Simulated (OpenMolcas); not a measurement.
## Cr3+, Mo3+, W3+: d3 down the group

```
Program             : OpenMolcas 26.06
Method              : CASSCF
Basis               : ANO-RCC-VQZP
Scalar Hamiltonian  : DKH2, point nucleus
Spin-orbit coupling : RASSI with atomic mean-field integrals over the reference wave functions, term energies averaged over their components
```

Active space for each ion: 3 electrons in 5 orbitals (d).

Computed levels in cm-1 above 4F 3/2:

```csv
Level,Cr3+,Mo3+,W3+
4F 5/2,246,735,3394
4F 7/2,583,1683,6773
4F 9/2,1005,2786,9712
4P 1/2,17816,13220,14815
4P 3/2,17927,13321,13523
2G 7/2,18132,14372,17926
4P 5/2,18211,14381,19505
2G 9/2,18486,15091,27064
2P 1/2,23916,18687,23603
weight of 4F in the lowest level (%),100,99,92
```

Mixed levels, with the weight of the term that names them: W3+ 4P 3/2 (57 %), W3+ 2G 9/2 (52 %).

Measured, with the error of the calculation in %. Measured levels: Cr3+ from Sugar and Corliss, J. Phys. Chem. Ref. Data 6, 317 (1977); Mo3+ from Sugar and Musgrove, J. Phys. Chem. Ref. Data 17, 155 (1988); W3+ from the list in J. Phys. B 45, 035001 (2012).

```
 Level           Cr3+           Mo3+            W3+
4F 5/2     236 (+4.3)     778 (-5.6)    3537 (-4.0)
4F 7/2     556 (+5.0)    1760 (-4.4)    6745 (+0.4)
4F 9/2     946 (+6.3)    2865 (-2.7)    9256 (+4.9)
4P 1/2  14059 (+26.7)  10338 (+27.9)  11773 (+25.8)
4P 3/2  14177 (+26.5)  10331 (+29.0)  10221 (+32.3)
2G 7/2  15052 (+20.5)  11580 (+24.1)  15261 (+17.5)
4P 5/2  14471 (+25.8)  11612 (+23.8)  17190 (+13.5)
2G 9/2  15402 (+20.0)  12311 (+22.6)               
2P 1/2  19519 (+22.5)  14348 (+30.2)  18365 (+28.5)
```

The fine-structure level 4F 9/2 changes by a factor of 9.66 from Cr3+ to W3+.

Without spin-orbit coupling 4P lies 17489, 12340, 11540 cm-1 above 4F in that order; the difference to the level 4P 1/2, of either sign, comes from spin-orbit coupling, which also lowers the zero.

Without dynamic correlation excited terms often stand tens of per cent too high (terms of higher spin than the ground term too low), and those without a measured partner can miss by more than the paired ones. Some levels mix across a computed gap that differs much from the measured one, so their mixing is not that of the real levels (holds for W3+). Computed and measured levels are paired by configuration, term and J; levels that our copy of the source lacks, or whose pairing is in doubt (as where it misses far off the trend of its configuration), stay unpaired and out of the deviations. Levels of configurations outside the active space are missing.
